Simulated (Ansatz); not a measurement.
```yaml
crystal:
  periodic: [false, false, false]
  atoms:
    - {symbol: F, position_ang: [2.443749, -0.669592, 0.550939]}
    - {symbol: Al, position_ang: [0.728926, -0.757148, 0.744692]}
    - {symbol: F, position_ang: [0.093935, -1.845167, 1.822338]}
    - {symbol: F, position_ang: [0.050083, 0.838065, 0.839787]}
    - {symbol: Al, position_ang: [-0.758701, 0.821461, -0.767721]}
    - {symbol: F, position_ang: [-2.418280, 0.696027, -0.632254]}
    - {symbol: F, position_ang: [-0.125200, 1.843271, -1.771924]}
    - {symbol: F, position_ang: [-0.038237, -0.801961, -0.851327]}
basis:
  gaussian: {orbitals: def2-TZVPPP}
hamiltonian: {xc: {name: CAM-B3LYP}, dispersion: d3bjatm}
scf: {lower_state_search: light}
```

```sh
$ ansatz run in.yaml --threads 4 --pin off --events-out ev --progress --plain --max-ram 11315MiB
```

Question: How does Ansatz answer? (Best estimate.)

Answer: The calculation gave: The input was rejected before any iteration.
```
Error: <dir> can't be read: No such file or directory (os error 2)
```
